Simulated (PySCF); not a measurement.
PySCF 2.14 output of a UHF calculation on a single atom or ion in def2-QZVPPD (11s6p5d4f2g, 100 functions), with no relativity, point nucleus:

```
SCF conv_tol = 1e-09
number electrons alpha = 16  beta = 12
cycle= 1 E= -1506.80609117457  delta_E= -0.00967  |g|= 0.0388  |ddm|= 0.0529
cycle= 2 E= -1506.80649150818  delta_E= -0.0004  |g|= 0.0076  |ddm|= 0.0183
cycle= 3 E= -1506.80654061291  delta_E= -4.91e-05  |g|= 0.00246  |ddm|= 0.00966
cycle= 4 E= -1506.80654485625  delta_E= -4.24e-06  |g|= 0.0013  |ddm|= 0.00283
cycle= 5 E= -1506.80654650034  delta_E= -1.64e-06  |g|= 0.000143  |ddm|= 0.00301
cycle= 6 E= -1506.80654655014  delta_E= -4.98e-08  |g|= 3.81e-05  |ddm|= 0.00074
cycle= 7 E= -1506.80654655486  delta_E= -4.72e-09  |g|= 4.67e-06  |ddm|= 0.000274
cycle= 8 E= -1506.8065465549  delta_E= -3.84e-11  |g|= 7.82e-07  |ddm|= 2.23e-05
converged SCF energy = -1506.8065465549  <S^2> = 6.0017942  2S+1 = 5.0007176
```

The run itself started from symmetry-adapted Hartree-Fock orbitals and held the occupation by maximum overlap, so the iterations belong to that start.

Task: Which element, charge and spin multiplicity is this?

Result: Ni (nickel, neutral), multiplicity 5; the state was [Ar] 3d8 4s1 4p1, one real determinant (an excited configuration).

⟨L²⟩ = 14.06 against 20 for a pure G term, so this real determinant mixes terms.
